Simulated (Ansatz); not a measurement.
`F[SiH]1COC=N1`, relaxed with RKS PBE0-D4/def2-TZVP in the Gaussian-basis code of Ansatz from a PBE-D4/def2-SVP geometry. The force threshold is 0.005 eV/Å; the program also tests the step.

The species carries charge 0 and has multiplicity 1.

Start:

```xyz
10

F     2.088   -0.646    1.108
Si    0.654    0.136    0.983
C     0.307    0.697   -0.816
O    -0.810   -0.152   -1.206
C    -1.224   -0.943   -0.175
N    -0.706   -0.975    0.999
H     0.652    1.174    2.054
H    -0.017    1.753   -0.918
H     1.139    0.520   -1.528
H    -2.084   -1.563   -0.501
```

(1) By how much does the energy fall, and how many steps does the optimiser take? (Best estimate.)

(2) Which bonds change most? (Best estimate.)

(3) Give the relaxed structure. (Estimate.)

Results:

(1) The calculation gave: 1.97 kcal/mol, in 5 steps.

(2) Computed: F1–Si2 from 1.638 to 1.594 Å; Si2–N6 from 1.756 to 1.728 Å; Si2–C3 from 1.916 to 1.892 Å; C5–H10 from 1.109 to 1.090 Å.

(3) Computed: 
```xyz
10

F     2.053   -0.626    1.102
Si    0.653    0.124    0.967
C     0.312    0.689   -0.807
O    -0.803   -0.149   -1.192
C    -1.211   -0.932   -0.174
N    -0.688   -0.965    0.979
H     0.634    1.156    2.021
H    -0.010    1.728   -0.897
H     1.122    0.515   -1.516
H    -2.062   -1.540   -0.483
```
